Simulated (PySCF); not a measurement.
# Static response to an electric field

Species: C₆H₈F (charge +1).
Structure used (GFN2-xTB), in Å, numbered top down from 1:
```xyz
15
C6H8F angstrom
C     -2.2961    1.5430   -0.6212
C     -1.4571    0.6963   -0.4023
C     -0.5125   -0.2850   -0.1657
C     -0.7791   -1.3393    0.7822
C      0.8036   -0.1730   -0.8051
C      1.7250    0.6446    0.1517
F      1.8605   -0.0327    1.3207
H     -3.0303    2.2782   -0.8108
H     -0.5827   -2.3239    0.3440
H     -1.7749   -1.3012    1.2163
H     -0.0159   -1.2790    1.5776
H      1.2668   -1.1525   -0.9381
H      0.7634    0.3697   -1.7500
H      2.7160    0.7327   -0.3015
H      1.3088    1.6300    0.3805
```

Level: B3LYP/def2-SVPD (PySCF), static field, nuclei fixed, core orbitals frozen in the response. The polarisability tensor in these axes (au):

```
x    87.63 -14.58   5.35
y   -14.58  72.65 -10.36
z     5.35 -10.36  54.89
```

Q: Diagonalise the tensor; give its mean and Δα, where Δα² is half the sum of the squared differences of the eigenvalues.

A: Principal values 50.07, 66.25 and 98.85 au; mean 71.72 au = 10.63 Å³ = 11.83 × 10⁻⁴⁰ C²·m²/J; Δα = 43.03 au (60 % of the mean).

Q: What depolarisation ratio follows for Rayleigh scattering of linearly polarised light, taking the static tensor?

A: ρ = 3Δα²/(45ᾱ² + 4Δα²) = 5555.8/(231490 + 7407.7) = 0.0233.

Q: Form Σ f/ω² (atomic units) for the 8 lowest TDDFT singlets, given as eV and f, and set it beside the mean polarisability, which is this sum over all singlets: 2.98, 0.0008; 3.96, 0.0055; 4.36, 0.1622; 5.14, 0.0946; 5.42, 0.0489; 5.77, 0.0141; 6.67, 0.0830; 7.00, 0.0054.

A: They add up to 12.31 au, 17.2 % of the 71.72 au; the largest single term is 6.33 au, from the state at 4.36 eV. Terms in order: 0.07, 0.26, 6.33, 2.65, 1.23, 0.31, 1.38, 0.08 au. Higher excitations give the rest. The strengths listed sum to 0.414.

Q: What are the principal values of the traceless quadrupole moment, Θ = ½Σq(3rr − r²1), about the centre of nuclear charge?

A: -14.10, -0.10, 14.20 D·Å. The values depend on the origin, since the species is charged. The electronic extent ⟨r²⟩ about the same centre is 818 bohr², a root-mean-square distance of 2.10 Å for the 52 electrons.

Q: Directions of the eigenvectors, and the extent of the frame along each?

A: Largest value along (0.81, -0.54, 0.23), where the nuclei span 5.69 Å; middle along (0.58, 0.72, -0.38), 4.66 Å; least along (0.04, 0.44, 0.90), 2.63 Å. The response follows the extents in order.

The structure is a single GFN2-xTB conformer in the gas phase; no vibrational or solvent corrections.

The run behind these numbers computed excited states as well. The run took 31 s of wall time on one thread of an x86-64 server, no GPU (shared host).
